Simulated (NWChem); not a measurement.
Species: CHS$_{2}$ cation; SMILES S=C=[SH+]

```xyz
4

S      0.0156    -1.6026     0.0000
C     -0.0246    -0.0956     0.0000
S      0.0750     1.5415     0.0000
H     -1.2790     1.7232     0.0000
```
Atoms are numbered in this order, from 1.

Results from NWChem. Structure relaxed at the PBE0/def2-SVP level. Atomic charges in e: unrestrained fits to the electrostatic potential beside Mulliken populations; the two definitions need not agree.

### Question
What does the run give for B3LYP/def2-SVP? Quantities: ESP S1; Mulliken S1; ESP C2; Mulliken C2; ESP S3; Mulliken S3; relative RMS misfit of the potential (%).

### Answer
```json
{
  "ESP S1": "0.49",
  "Mulliken S1": "0.41",
  "ESP C2": "-0.04",
  "Mulliken C2": "0.05",
  "ESP S3": "0.31",
  "Mulliken S3": "0.35",
  "relative RMS misfit of the potential (%)": "3"
}
```
